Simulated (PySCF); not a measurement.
SMILES Cc1ccsc1-c1c(F)c(F)c(F)c(F)c1F (C₁₁H₅F₅S) at its GFN2-xTB optimised geometry (Å):

```
22

C     -1.5899    -1.6796    -1.9138
C     -2.0085    -0.7570    -0.8197
C     -3.3664    -0.5004    -0.5144
C     -3.5328     0.4035     0.4840
S     -2.0431     0.9978     1.0808
C     -1.1637    -0.0194    -0.0260
C      0.2905    -0.0087    -0.0159
C      1.0327    -1.1939     0.0000
F      0.4004    -2.3711     0.0540
C      2.4221    -1.1939     0.0000
F      3.0915    -2.3491     0.0119
C      3.1159     0.0117     0.0000
F      4.4493     0.0218     0.0008
C      2.4040     1.2079     0.0048
F      3.0584     2.3711     0.0064
C      1.0156     1.1879    -0.0027
F      0.3631     2.3543    -0.0221
H     -0.6058    -1.4193    -2.2965
H     -1.5533    -2.7053    -1.5475
H     -2.3091    -1.6360    -2.7283
H     -4.1813    -0.9781    -1.0277
H     -4.4493     0.7634     0.9077
```

Method: PBE0/def2-SVP (PySCF). Cells within 0.4 Å of a nucleus heavier than hydrogen are left out (blank, or x).

Map of the deformation density (molecule minus spherical neutral atoms) (e/bohr³) on the plane z = 1.0 Å:

```
|2222222222222222222222222|
|2222222222222222222222222|
|2222222222222222222222222|
|2222222222222222222222222|
|2222222222222222222222222|
|2222222222222222222222222|
|2222222222222222222222222|
|2222222222222222222222222|
|2222221222222111112222222|
|2221111154111111111222222|
|22104312x1011112111122222|
|2211964602101211121122222|
|2221211102111111111122222|
|2222111111111111121122222|
|2222222112211112111122222|
|2222222222221111111222222|
|2222222222222111112222222|
|2222222222222222222222222|
|2222222222222222222222222|
|2222222222222222222222222|
|2222222222222222222222222|
|2222222222222222222222222|
|2222222222222222222222222|
|2222222222222222222222222|
|2222222222222222222222222|
```
Scale: ten equal steps from -0.019 (start of '0') to 0.062 (end of '9'), in the order '0123456789'; x runs from -6.50 to 6.50, y from -6.50 (bottom) to 6.50 (top).
